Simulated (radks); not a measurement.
The numbers below are computed, except where a source is named.
Q: Pm XLVIII, 14 electrons, occupied as [Ne] 3s2 3p2. Code: a radial shooting solver on a logarithmic mesh with Libxc functionals. Model: scalar-relativistic Kohn-Sham, PBE, spin-unpolarised, spherical densities, point nucleus. Some entries of the table are withheld. Estimate them.

| orbital | occ. | eigenvalue (eV) | <1/r> (bohr^-1) | <r> (bohr) |
|---|---|---|---|---|
| 1s | 2 | -48245.01 | 67.45 | (1) |
| 2s | 2 | -10387.02 | 15.82 | 0.09760 |
| 2p | 6 | -9634.081 | 14.85 | (2) |
| 3s | 2 | -4146.720 | 6.421 | (3) |
| 3p | 2 | (4) | 6.117 | (5) |

A: 
(1) 1s <r> (bohr): 0.02317
(2) 2p <r> (bohr): 0.08568
(3) 3s <r> (bohr): 0.2358
(4) 3p eigenvalue (eV): -3916.745
(5) 3p <r> (bohr): 0.2292
